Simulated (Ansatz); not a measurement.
One change: `OCOB[SiH3]` becomes `COB[SiH3]`.

Ansatz, PBE0-D4/def2-TZVP geometries, multiplicity 1. Each molecule was computed in one conformer, which needn't be the lowest.

```
                                                                                  property  `OCOB[SiH3]`
                                                       LUMO energy (B3LYP/def2-TZVPP) / eV         -1.35
                                                   HOMO–LUMO gap (ωB97M-V/def2-TZVPP) / eV         10.62
                                                      HOMO–LUMO gap (PBE0/def2-TZVPP) / eV          6.50
ideal-gas entropy at 298 K and 1 bar (rigid rotor, harmonic PBE0-D4/def2-TZVP) / J/(mol·K)           350
                                                       HOMO–LUMO gap (PBE/def2-TZVPP) / eV          4.27
                                            size of the dipole moment (PBE/def2-TZVPP) / D          2.20
```

(1) What does the change do to each property? (An estimate is asked.)

Answers

(1) Ansatz gave: 
| property | `COB[SiH3]` | shift |
| --- | --- | --- |
| LUMO energy (B3LYP/def2-TZVPP) / eV | -1.18 | 0.17 |
| HOMO–LUMO gap (ωB97M-V/def2-TZVPP) / eV | 10.87 | 0.25 |
| HOMO–LUMO gap (PBE0/def2-TZVPP) / eV | 6.77 | 0.27 |
| ideal-gas entropy at 298 K and 1 bar (rigid rotor, harmonic PBE0-D4/def2-TZVP) / J/(mol·K) | 334 | -16 |
| HOMO–LUMO gap (PBE/def2-TZVPP) / eV | 4.56 | 0.29 |
| size of the dipole moment (PBE/def2-TZVPP) / D | 2.39 | 0.19 |

With PBE0 the HOMO falls by 0.10 eV and the LUMO rises by 0.17 eV, so the gap widens by about 0.27 eV. PBE moves the HOMO by -0.11 eV and ωB97M-V by -0.08 eV. The zero-point energy changes by -15.8 kJ/mol with -3 modes. Dipoles are sizes alone; their direction can turn. Modes under 60 cm⁻¹, often nearly free rotors, make the harmonic entropy too high.

B3LYP here is the variant with VWN-RPA as its local correlation; programs differ in this.
